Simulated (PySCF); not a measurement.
## Spin–spin coupling constants

Geometry:
| atom | x (Å) | y (Å) | z (Å) |
| --- | --- | --- | --- |
| B1 | 1.721 | -0.632 | -0.354 |
| C2 | 0.837 | 0.626 | 0.125 |
| C3 | -0.496 | 0.797 | 0.248 |
| C4 | -1.536 | -0.238 | -0.063 |
| H5 | 1.048 | -1.635 | -0.671 |
| H6 | 2.425 | -0.288 | -1.332 |
| H7 | 2.512 | -0.948 | 0.565 |
| H8 | 1.412 | 1.527 | 0.410 |
| H9 | -0.895 | 1.764 | 0.602 |
| H10 | -2.159 | -0.486 | 0.819 |
| H11 | -2.240 | 0.096 | -0.850 |
| H12 | -1.046 | -1.161 | -0.408 |

Total charge -1.

Indirect spin–spin couplings were computed at B3LYP/pcJ-1 (spin–dipole term only in couplings to heteroatoms) (PySCF 2.14.0 with density-fitted response routines) on a PBE0-D3(BJ)/def2-SVP structure, for the isolated molecule, without vibrational or relativistic corrections. Couplings are averaged over pairs made equivalent by symmetry, fast rotation or ring inversion, so a value needn't be that of the named pair in this geometry, while other rotamers aren't included; one pair stands for each set, and the list holds a selection of those of at least 0.8 Hz over up to four bonds.

Isotopes: 13C, 1H, 11B.

```tsv
pair	bonds	J (Hz)
B1, C2	1	?
B1, H5	1	88.7
C2, C3	1	?
C2, H8	1	125.6
C3, C4	1	?
C3, H9	1	147.2
C4, H10	1	128.4
B1, H8	2	1.2
C2, C4	2	5.7
C2, H5	2	-4.7
C2, H9	2	-2.6
C3, H8	2	-3.1
C3, H10	2	-6.2
C4, H9	2	9.1
H5, H6	2	?
H10, H11	2	-14.4
B1, C4	3	5.6
B1, H9	3	6.6
C2, H10	3	6.2
C3, H5	3	6.9
C4, H8	3	?
H5, H8	3	?
H8, H9	3	13.7
H9, H10	3	6.9
B1, H10	4	?
H5, H9	4	?
```

Question: Estimate the withheld couplings, with signs.

Answer: 
- 1J(B1,C2) = 56.8 Hz (bond length 1.611 Å)
- 1J(C2,C3) = 66.7 Hz (bond length 1.349 Å)
- 1J(C3,C4) = 49.5 Hz (bond length 1.500 Å)
- 2J(H5,H6) = -13.2 Hz (mean over equivalent pairs that range from -20.2 to -9.7 Hz in this conformer)
- 3J(C4,H8) = 14.0 Hz (dihedral angle 180°)
- 3J(H5,H8) = 6.6 Hz (mean over equivalent pairs that range from 4.3 to 11.3 Hz in this conformer)
- 4J(B1,H10) = -1.0 Hz
- 4J(H5,H9) = -2.6 Hz (mean over equivalent pairs that range from -3.5 to -0.8 Hz in this conformer)
